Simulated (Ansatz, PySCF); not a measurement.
C$_{3}$H$_{9}$GeO$_{3}$, doublet, at a GFN2-xTB geometry, with bond 16-7 at 2.4 times its length. Base run: CASSCF(7,5)/STO-3G run with PySCF.

The PySCF input:
```python
from pyscf import gto, scf, mcscf
import numpy

mol = gto.Mole()
mol.atom = '''
    C    -0.618382    2.657118   -0.473688
    O     0.281678    1.648059   -0.120047
    Ge   -0.101461   -0.021294    0.567657
    O     1.319611   -1.033076   -0.035106
    C     2.677826   -0.704406   -0.010635
    O    -1.480792   -0.589693   -0.519009
    C    -1.819277   -1.902306   -0.859369
    H    -1.515638    2.255765   -0.948439
    H    -0.901131    3.257932    0.396116
    H    -0.099307    3.303179   -1.188865
    H     2.847015    0.349263   -0.240191
    H     3.125915   -0.945264    0.958224
    H     3.161747   -1.315438   -0.779251
    H    -2.450490   -2.360038   -0.091557
    H    -2.390447   -1.846705   -1.791562
    H     0.300850   -3.389631   -1.254592
'''
mol.basis = 'sto-3g'
mol.charge = 0
mol.spin = 1
mol.verbose = 3
mol.build()

mf = scf.ROHF(mol)
mf.kernel()
mc = mcscf.CASSCF(mf, 5, 7)
mc.fix_spin_(ss=0.75)
mc.kernel()
occ = numpy.linalg.eigvalsh(mc.fcisolver.make_rdm1(mc.ci, mc.ncas, mc.nelecas))[::-1]
ss = mc.fcisolver.spin_square(mc.ci, mc.ncas, mc.nelecas)[0]
print('natural occupations', occ.round(4), ' <S^2>', round(ss, 4))
```

Programs used: Ansatz (a program for electronic structure), PySCF; a row that names a program was run with it.

Each row names what was changed in the base input (with any setting that the change needs).

| change | ΔE vs base (kcal/mol) | natural occupations | <S^2> of the state | outcome |
|---|---|---|---|---|
| base | 0.000 | 2.00 2.00 1.30 1.00 0.70 | 0.75 | converged |
| orbitals = fixed (CASCI) | 10.59 | 2.00 2.00 1.31 1.00 0.69 | 0.75 | converged |
| active space = 7 electrons, 6 orbitals | -14.74 | 1.99 1.97 1.30 1.01 0.70 0.04 | 0.75 | converged |
| solver = newton | - | - | - | not converged |
| state_average = 2 states | 0.019 | - | - | converged |
| code = ansatz; correction = SC-NEVPT2, all electrons | -186.5 | - | - | converged |
| code = ansatz | 0.015 | - | - | converged |
| fix_spin_ = off | 0.000 | 2.00 2.00 1.30 1.00 0.70 | 0.75 | converged |
| active space = 9 electrons, 8 orbitals | -26.91 | 1.99 1.98 1.96 1.30 1.01 0.70 0.04 0.03 | 0.75 | converged |
| active space = 5 electrons, 4 orbitals | 0.67 | 2.00 1.30 1.00 0.70 | 0.75 | converged |
| orbitals = fixed (CASCI); correction = SC-NEVPT2 | -188.2 | 2.00 2.00 1.31 1.00 0.69 | 0.75 | converged |

Active orbitals are taken around the Fermi level unless the row says otherwise; CASSCF can end in different local minima, and two programs can end on different orbitals. State-averaged rows give the lowest state.

Open shells are given as the SCF converged; they aren't shown to be the lowest states, and a large step between rows can be another state.
